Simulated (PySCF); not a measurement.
This PySCF input asks for the NMR shieldings of SMILES C=CP1C[C@H](OC)[C@H]1[SiH3], C₆H₁₃OPSi; the geometry comes from GFN2-xTB.

```python
import basis_set_exchange as bse
import numpy as np
from pyscf import gto, dft
from pyscf.prop import nmr

atoms = """
C     3.052474   -0.919872   -0.436538
C     2.322633    0.184734   -0.444824
P     1.024231    0.586617   -1.659126
C     0.033223   -1.002938   -1.599324
C    -0.660264   -0.559446   -0.311447
O    -2.006751   -0.955008   -0.275516
C    -2.633328   -0.743596    0.962032
C    -0.386273    0.954374   -0.464050
Si   -0.100152    2.023045    1.077173
H     3.859846   -1.066216    0.263566
H     2.871559   -1.729955   -1.124545
H     2.559083    1.000495    0.230150
H     0.575983   -1.944639   -1.558731
H    -0.683560   -1.030255   -2.420378
H    -0.130314   -0.953237    0.571244
H    -3.646287   -1.130101    0.865581
H    -2.671190    0.321754    1.219196
H    -2.111845   -1.279005    1.765716
H    -1.186911    1.381620   -1.078179
H     0.854769    3.087092    0.762821
H    -1.371548    2.616137    1.500257
H     0.424210    1.177783    2.154073
"""
names = dict.fromkeys(["C", "P", "O", "Si", "H"], "pcSseg-1")
basis = {el: gto.basis.parse(bse.get_basis(n, elements=[el], fmt="nwchem")) for el, n in names.items()}
mol = gto.M(atom=atoms, basis=basis, charge=0, verbose=0)
mf = dft.RKS(mol, xc="PBE0")
mf.grids.level = 2
mf.grids.alignment = dft.numint.BLKSIZE   # the property module wants whole blocks of grid points
mf.conv_tol = 1e-9
mf.kernel()

calc = nmr.RKS(mf)   # GIAO
C = mf.mo_coeff
Co = C[:, mf.mo_occ > 0]
resp = mf.gen_response(singlet=True, hermi=2)
def vind(x):   # induced exchange potential for any number of trial vectors
    d = np.einsum("pi,xij,qj->xpq", C, 2 * x.reshape(-1, C.shape[1], Co.shape[1]), Co, optimize=True)
    return np.einsum("xpq,pi,qj->xij", resp(d - d.transpose(0, 2, 1)), C, Co, optimize=True).ravel()
mo1, _ = nmr.rhf.solve_mo1(calc, with_cphf=vind)
sigma = calc.kernel(mo1)
for i, s in enumerate(sigma):   # ppm
    w = np.linalg.eigvalsh((s + s.T) / 2)
    print("%2d %-2s iso %8.1f  s11 %8.1f  s22 %8.1f  s33 %8.1f" % (i, mol.atom_pure_symbol(i), w.mean(), *w))
```

Problem. What does it print?

Solution. 
```
 0 C  iso     57.4  s11    -65.6  s22     66.1  s33    171.7
 1 C  iso     37.1  s11    -84.7  s22     34.9  s33    161.2
 2 P  iso    368.5  s11    312.2  s22    364.5  s33    428.8
 3 C  iso    148.6  s11    129.0  s22    144.1  s33    172.8
 4 C  iso    101.2  s11     76.5  s22     88.0  s33    139.2
 5 O  iso    260.2  s11    220.0  s22    246.8  s33    313.9
 6 C  iso    129.6  s11     96.3  s22    110.0  s33    182.7
 7 C  iso    160.8  s11    148.1  s22    151.5  s33    182.7
 8 Si iso    419.2  s11    384.6  s22    408.0  s33    465.1
 9 H  iso     25.5  s11     21.7  s22     24.8  s33     30.1
10 H  iso     25.8  s11     21.6  s22     24.8  s33     30.9
11 H  iso     24.8  s11     21.5  s22     23.9  s33     28.9
12 H  iso     29.3  s11     25.3  s22     27.2  s33     35.5
13 H  iso     29.1  s11     26.3  s22     27.8  s33     33.2
14 H  iso     27.7  s11     25.0  s22     27.6  s33     30.5
15 H  iso     28.0  s11     23.8  s22     25.5  s33     34.7
16 H  iso     28.3  s11     23.7  s22     27.8  s33     33.4
17 H  iso     28.7  s11     25.5  s22     26.0  s33     34.5
18 H  iso     30.1  s11     27.5  s22     29.0  s33     33.6
19 H  iso     27.6  s11     23.9  s22     25.8  s33     33.1
20 H  iso     27.6  s11     23.9  s22     25.8  s33     33.0
21 H  iso     27.7  s11     25.0  s22     26.5  s33     31.7
```

These numbers come from an equivalent density-fitted implementation of the same equations, which agrees with the script to about 0.01 ppm for H and up to a few tenths of a ppm for heavy atoms, so last digits may differ.

Size and cost of the density-fitted run: 232 basis functions, 63 s wall time on 1 thread of an Arm Neoverse V1, shared host; peak memory 1.1 GiB.
